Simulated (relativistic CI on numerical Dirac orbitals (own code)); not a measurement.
Charge states of thulium

Computed by Dirac-Coulomb-Breit CI, orbitals from a KLI potential per configuration, model QED (radiative potential, 1s self-energy scaled to tabulated hydrogen-like ionisation energies), valence Slater integrals scaled by 0.9 (own radial code, finite nucleus).

Each species is treated in one configuration, given outside its closed core. Radial values are for the open shell of highest l, unscaled and averaged over j; ζ includes the Breit term. Labels give the leading LS character, summed over repeated terms.

| Ion | Configuration | Its lowest level | LS weight (%) | ⟨r⟩ (bohr) | ⟨r²⟩ (bohr²) | g_J | g√(J(J+1)) | Next level | E (cm⁻¹) |
| --- | --- | --- | --- | --- | --- | --- | --- | --- | --- |
| Tm²⁵⁺ | 4d8 | 3F_4 | 91 | 0.498 | 0.2836 | 1.225 | 5.48 | J = 2 (mixed) | 23515 |
| Tm²⁶⁺ | 4d7 | 4F_9/2 | 68 | 0.4933 | 0.2782 | 1.251 | 6.22 | J = 3/2 (mixed) | 32801 |
| Tm²⁷⁺ | 4d6 | J = 4 (mixed) | 46 | 0.4887 | 0.273 | 1.312 | 5.87 | J = 2 (mixed) | 19882 |
| Tm²⁸⁺ | 4d5 | ? | ? | ? | ? | ? | ? | ? | ? |
| Tm²⁹⁺ | 4d4 | 3P_0 | 56 | 0.4799 | 0.2631 |  | 0.00 | 5D_1 | 72109 |
| Tm³⁰⁺ | 4d3 | 4F_3/2 | 55 | 0.4755 | 0.2584 | 0.652 | 1.26 | 4F_5/2 | 76593 |
| Tm³¹⁺ | 4d2 | 3F_2 | 78 | 0.4713 | 0.2538 | 0.748 | 1.83 | 3P_0 | 55834 |
| Tm³²⁺ | 4d | 2D_3/2 | 100 | 0.4672 | 0.2493 | 0.796 | 1.54 | 2D_5/2 | 104010 |
| Tm³³⁺ | 3d10 4s2 4p6 | 1S_0 | 100 |  |  |  | 0.00 |  |  |
| Tm³⁴⁺ | 3d10 4s2 4p5 | 2P°_3/2 | 100 | 0.4585 | 0.2377 | 1.330 | 2.58 | 2P°_1/2 | 513330 |
| Tm³⁵⁺ | 3d10 4s2 4p4 | 3P_2 | 71 | 0.4555 | 0.2347 | 1.349 | 3.31 | 1S_0 | 62002 |
| Tm³⁶⁺ | 3d10 4s2 4p3 | J = 3/2 (mixed) | 46 | 0.4526 | 0.2318 | 1.378 | 2.67 | 4S°_3/2 | 484290 |
| Tm³⁷⁺ | 3d10 4s2 4p2 | 3P_0 | 71 | 0.4498 | 0.2289 |  | 0.00 | 3P_1 | 499660 |
| Tm³⁸⁺ | 3d10 4s2 4p | 2P°_1/2 | 100 | 0.447 | 0.226 | 0.660 | 0.57 | 2P°_3/2 | 546520 |
| Tm³⁹⁺ | 3d10 4s2 | 1S_0 | 100 |  |  |  | 0.00 |  |  |
| Tm⁴⁰⁺ | 3d10 4s | 2S_1/2 | 100 | 0.4324 | 0.2103 | 1.996 | 1.73 |  |  |
| Tm⁴¹⁺ | 3d10 | 1S_0 | 100 |  |  |  | 0.00 |  |  |
| Tm⁴²⁺ | 3d9 | 2D_5/2 | 100 | 0.1918 | 0.04282 | 1.191 | 3.52 | 2D_3/2 | 381330 |
| Tm⁴³⁺ | 3d8 | 3F_4 | 88 | 0.1902 | 0.04205 | 1.211 | 5.41 | J = 2 (mixed) | 64427 |
| Tm⁴⁴⁺ | 3d7 | 4F_9/2 | 60 | 0.1886 | 0.0413 | 1.225 | 6.10 | J = 3/2 (mixed) | 91262 |
| Tm⁴⁵⁺ | 3d6 | J = 4 (mixed) | 40 | 0.187 | 0.04057 | 1.252 | 5.60 | J = 2 (mixed) | 56353 |
| Tm⁴⁶⁺ | 3d5 | J = 5/2 (mixed) | 27 | 0.1855 | 0.03987 | 1.311 | 3.88 | J = 5/2 (mixed) | 318930 |
| Tm⁴⁷⁺ | 3d4 | 3P_0 | 60 | 0.1839 | 0.03919 |  | 0.00 | 5D_1 | 356290 |
| Tm⁴⁸⁺ | 3d3 | J = 3/2 (mixed) | 46 | 0.1825 | 0.03853 | 0.705 | 1.37 | 4F_5/2 | 366930 |

Fill in the row of Tm²⁸⁺.

Its lowest level J = 5/2 (mixed); LS weight (%) 31; ⟨r⟩ (bohr) 0.4842; ⟨r²⟩ (bohr²) 0.268; g_J 1.484; g√(J(J+1)) 4.39; Next level J = 5/2 (mixed); E (cm⁻¹) 63693.
